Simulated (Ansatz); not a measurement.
SiB3 was relaxed with r2SCAN-D4 (def2-TZVP) in Ansatz in these states: charge +1 singlet, neutral doublet, neutral quartet. The geometries follow in no particular order.

A:

```xyz
4

B    -0.2490    0.8810    0.3340
B    -0.1870   -0.3527    1.2492
B     0.2162   -0.9437   -0.1115
Si    0.2199    0.4154   -1.4717
```

B:

```xyz
4

B     0.393   -0.776   -0.287
B    -0.142    0.237   -1.327
B    -0.414    0.812    0.083
Si    0.163   -0.273    1.530
```

C:

| atom | x (Å) | y (Å) | z (Å) |
| --- | --- | --- | --- |
| B1 | 0.651 | 0.462 | -0.179 |
| B2 | 0.821 | -0.416 | 1.213 |
| B3 | -0.562 | -0.507 | 0.310 |
| Si4 | -0.910 | 0.461 | -1.344 |

Q: Judge from the bond lengths which geometry belongs to which state (an estimate).

A: A is the neutral doublet (B1–B3 1.935 Å, B2–B3 1.537 Å, B1–B2 1.537 Å); B is the charge +1 singlet (B1–B3 1.819 Å, B2–B3 1.547 Å, B1–B2 1.547 Å); C is the neutral quartet (B1–B3 1.627 Å, B2–B3 1.654 Å, B1–B2 1.654 Å).

At r2SCAN-D4/def2-TZVP the charge 0 doublet is spin-contaminated (final ⟨S²⟩ up to 0.83, 0.75 for a pure state). At PBE0-D4/def2-TZVP a doublet lies 0.92 eV below the neutral quartet. These are the stationary points nearest to one start from a short search; other shapes may lie lower in each state.
